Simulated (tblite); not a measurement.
Species: C3H4ClNSi.
Numbering: `[N:1]#[C:2][SiH2:3]/[CH:4]=[CH:5]/[Cl:6]` (hydrogens: H7, H8 on Si3; H9 on C4; H10 on C5)

Structure used (GFN2-xTB), in Å, numbered top down from 1:
```xyz
10
C3H4ClNSi angstrom
N     -2.7514    1.7829   -0.7505
C     -2.0869    0.9235   -0.3877
Si    -1.0089   -0.4821    0.2134
C      0.7249    0.2272    0.3646
C      1.7814   -0.3007   -0.2308
Cl     3.3746    0.3368   -0.0823
H     -1.5379   -0.8716    1.5228
H     -1.0877   -1.5444   -0.7884
H      0.8625    1.1088    0.9773
H      1.7383   -1.1758   -0.8610
```

Calculated harmonic vibrations of the isolated species, GFN2-xTB (tblite), most abundant isotopes, no scaling. The method is semi-empirical: single wavenumbers can be off by several per cent or more. Modes of hydrogen on silicon can be 10 to 20 % off. One conformer, not necessarily the lowest.

Harmonic wavenumbers (cm⁻¹): 36.6, 78.6, 171.8, 198.6, 262.1, 298.7, 349.1, 483.9, 562.3, 617.7, 685.3, 713.1, 748.1, 771.1, 805.4, 987.0, 1176.8, 1257.7, 1623.5, 2255.4, 2277.2, 2355.2, 3053.1, 3068.8.

A = 6730, B = 807.2, C = 741.2 MHz; mass 116.980 u (most abundant isotopes); point group C1, symmetry number 1.

Task: Zero-point energy?

Result: Half the sum of the wavenumbers: 12419 cm⁻¹ = 148.56 kJ/mol.

Task: Entropy at 350 K, 1 bar (ideal gas, RRHO, classical rotation)?

Result: Translation 171.58, rotation 122.37, vibration 103.77: S = 397.7 J/(mol K).

Task: And Cp and H(350 K) − H(0)?

Result: Cp = 130.08 J/(mol K), of which vibrations give 96.82 (their classical limit is 24 R = 199.5); H(350 K) − H(0) = 30.02 kJ/mol without the zero-point energy, 18.38 from vibrations.

Task: Blend soft modes into free rotors: weight 1/[1 + (100 cm⁻¹/ν̃)⁴] for the oscillator and the rest for a rotor with moment μB/(μ + B), μ = h/(8π²ν), B = 10⁻⁴⁴ kg m². What vibrational entropy results?

Result: 93.54 J/(mol K) in place of 103.77, which changes −T·S at 350 K by +3.58 kJ/mol.

Task: How do the functions run with temperature in this model?

Result: 
| T (K) | S (J/(mol K)) | Cp (J/(mol K)) | H − H(0) (kJ/mol) | G − H(0) (kJ/mol) | ln q(vib) |
| --- | --- | --- | --- | --- | --- |
| 100 | 280.3 | 65.5 | 4.90 | -23.13 | 1.48 |
| 200 | 335.0 | 95.1 | 12.96 | -54.04 | 3.38 |
| 300 | 378.4 | 120.0 | 23.76 | -89.77 | 5.25 |
| 500 | 448.2 | 152.8 | 51.36 | -172.75 | 8.77 |
| 800 | 526.7 | 180.7 | 101.77 | -319.58 | 13.38 |
| 1000 | 568.4 | 192.6 | 139.17 | -429.19 | 16.07 |

q(vib) and H(0) count from the zero-point level.

Task: What must be added to the electronic energy to get the Gibbs energy at 350 K and 1 bar?

Result: ZPE + [H(350 K) − H(0)] − T·S = 148.56 + 30.02 − 139.20 = 39.38 kJ/mol.

Hindered rotation and anharmonicity are outside this model. Other conformers, if any are populated, would add a mixing term that is left out. The structure is chiral; the term R ln 2 for an equal mix with its mirror image is left out.
